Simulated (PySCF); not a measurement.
# How methods differ on the excitation energy of Hf⁺

Hf⁺ [Xe] 4f14 5d1 6s2 (2D) → Hf⁺ [Xe] 4f14 5d1 6s1 6p1 (high-spin determinant), as a difference of total energies. All numbers are calculated (PySCF 2.14, scalar relativity through the core potential, in aug-cc-pVTZ-PP with one added diffuse shell each of s, p, d, f, g type with ECP60MDF (7s7p6d4f3g, 113 functions)). The calculations carry no spin-orbit coupling.

```tsv
method	excitation energy (eV)
LDA	4.062
CAM-B3LYP	3.961
```

The determinant of the upper state mixes LS terms, which raises its energy above the lowest term, most at the Hartree-Fock and MP2 levels.
